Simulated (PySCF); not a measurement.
F₂, singlet, geometry from GFN2-xTB; MP2/6-31G* run with PySCF.

PySCF was given this input:
```python
from pyscf import gto, scf, mp

mol = gto.Mole()
mol.atom = '''
    F    -0.00000000   -0.00000000   -0.70158239
    F     0.00000000    0.00000000    0.70158239
'''
mol.basis = '6-31g*'
mol.verbose = 4
mol.build()

mf = scf.RHF(mol)
mf.kernel()

pt = mp.MP2(mf, frozen=2)
pt.kernel()
print('E(MP2) = %.10f' % pt.e_tot)
mf.analyze()
```

Predict the main parts of the log of this PySCF run.


```
PySCF version 2.14.0

[INPUT] verbose = 4
[INPUT] num. atoms = 2
[INPUT] num. electrons = 18
[INPUT] charge = 0
[INPUT] spin (= nelec alpha-beta = 2S) = 0
[INPUT] symmetry False subgroup None
[INPUT] Mole.unit = angstrom
[INPUT] Symbol           X                Y                Z      unit          X                Y                Z       unit  Magmom
[INPUT]  1 F      0.000000000000   0.000000000000  -0.701582390000 AA    0.000000000000   0.000000000000  -1.325798570918 Bohr   0.0
[INPUT]  2 F      0.000000000000   0.000000000000   0.701582390000 AA    0.000000000000   0.000000000000   1.325798570918 Bohr   0.0

nuclear repulsion = 30.5476268329084
number of shells = 12
number of NR pGTOs = 54
number of NR cGTOs = 28
basis = 6-31g*
ecp = {}

******** <class 'pyscf.scf.hf.RHF'> ********
method = RHF
initial guess = minao
damping factor = 0
level_shift factor = 0
DIIS = <class 'pyscf.scf.diis.CDIIS'>
diis_start_cycle = 1
diis_space = 8
diis_damp = 0
SCF conv_tol = 1e-09
SCF conv_tol_grad = None
SCF max_cycles = 50
direct_scf = True
direct_scf_tol = 1e-13
Set gradient conv threshold to 3.16228e-05
Initial guess from minao.
init E= -198.473821807154
  HOMO = -0.520721330808278  LUMO = -0.220450611638253  gap/eV = 8.17078
cycle= 1 E= -198.653543936454  delta_E= -0.18  |g|= 0.303  |ddm|= 1.42
  HOMO = -0.681008758239265  LUMO = 0.0720314384491743  gap/eV = 20.49127
cycle= 2 E= -198.669727553552  delta_E= -0.0162  |g|= 0.0764  |ddm|= 0.179
  HOMO = -0.649890707566026  LUMO = 0.118414376178667  gap/eV = 20.90665
cycle= 3 E= -198.670650754275  delta_E= -0.000923  |g|= 0.0168  |ddm|= 0.0416
  HOMO = -0.656203194360586  LUMO = 0.114047281117947  gap/eV = 20.95958
cycle= 4 E= -198.670717180082  delta_E= -6.64e-05  |g|= 0.0037  |ddm|= 0.0123
  HOMO = -0.655316848252887  LUMO = 0.115347675366602  gap/eV = 20.97085
cycle= 5 E= -198.670720086384  delta_E= -2.91e-06  |g|= 0.000465  |ddm|= 0.00259
  HOMO = -0.655351866675694  LUMO = 0.115260554391792  gap/eV = 20.96943
cycle= 6 E= -198.670720148531  delta_E= -6.21e-08  |g|= 4.02e-05  |ddm|= 0.000358
  HOMO = -0.655348331914206  LUMO = 0.115261492951314  gap/eV = 20.96936
cycle= 7 E= -198.670720148989  delta_E= -4.58e-10  |g|= 4.4e-06  |ddm|= 3.69e-05
  HOMO = -0.655348488855855  LUMO = 0.115260712492335  gap/eV = 20.96934
Extra cycle  E= -198.670720148994  delta_E= -5.34e-12  |g|= 1.21e-06  |ddm|= 3.05e-06
converged SCF energy = -198.670720148994

******** <class 'pyscf.mp.mp2.RMP2'> ********
nocc = 7, nmo = 26
frozen orbitals 2
E(RMP2) = -199.029435959438  E_corr = -0.358715810443912
E(SCS-RMP2) = -199.018281600703  E_corr = -0.347561451708485
E_corr(same-spin) = -0.0956509855663954
E_corr(oppo-spin) = -0.263064824877517
E(MP2) = -199.0294359594
**** SCF Summaries ****
Total Energy =                        -198.670720148994178
Nuclear Repulsion Energy =              30.547626832908396
One-electron Energy =                 -338.909332756586537
Two-electron Energy =                  109.690985774683938
Two-electron Coulomb Energy =          129.656514741549586
DFT Exchange-Correlation Energy =      -19.965528966865648
HOMO-LUMO gap [eV] =                    20.969344448449494
**** MO energy ****
MO #1   energy= -26.426006130441   occ= 2
MO #2   energy= -26.4257868964029  occ= 2
MO #3   energy= -1.76130531480216  occ= 2
MO #4   energy= -1.4870016627376   occ= 2
MO #5   energy= -0.803824671015312 occ= 2
MO #6   energy= -0.803824671015306 occ= 2
MO #7   energy= -0.745236101807872 occ= 2
MO #8   energy= -0.655348488855859 occ= 2
MO #9   energy= -0.655348488855855 occ= 2
MO #10  energy= 0.115260712492335  occ= 0
MO #11  energy= 1.35580518925895   occ= 0
MO #12  energy= 1.35580518925896   occ= 0
MO #13  energy= 1.38669357486933   occ= 0
MO #14  energy= 1.51384525004263   occ= 0
MO #15  energy= 1.53665294198104   occ= 0
MO #16  energy= 1.53665294198104   occ= 0
MO #17  energy= 1.56585717722715   occ= 0
 ** Mulliken pop on meta-lowdin orthogonal AOs  **
 ** Mulliken pop  **
pop of  0 F 1s            2.00000
pop of  0 F 2s            1.94510
pop of  0 F 3s            0.00088
pop of  0 F 2px           1.99888
pop of  0 F 2py           1.99888
pop of  0 F 2pz           1.05000
pop of  0 F 3px           0.00060
pop of  0 F 3py           0.00060
pop of  0 F 3pz           0.00051
pop of  0 F 3dxy          0.00000
pop of  0 F 3dyz          0.00053
pop of  0 F 3dz^2         0.00351
pop of  0 F 3dxz          0.00053
pop of  0 F 3dx2-y2       0.00000
pop of  1 F 1s            2.00000
pop of  1 F 2s            1.94510
pop of  1 F 3s            0.00088
pop of  1 F 2px           1.99888
pop of  1 F 2py           1.99888
pop of  1 F 2pz           1.05000
pop of  1 F 3px           0.00060
pop of  1 F 3py           0.00060
pop of  1 F 3pz           0.00051
pop of  1 F 3dxy          0.00000
pop of  1 F 3dyz          0.00053
pop of  1 F 3dz^2         0.00351
pop of  1 F 3dxz          0.00053
pop of  1 F 3dx2-y2       0.00000
 ** Mulliken atomic charges  **
charge of    0F =     -0.00000
charge of    1F =      0.00000
Dipole moment(X, Y, Z, Debye):  0.00000,  0.00000,  0.00000
```
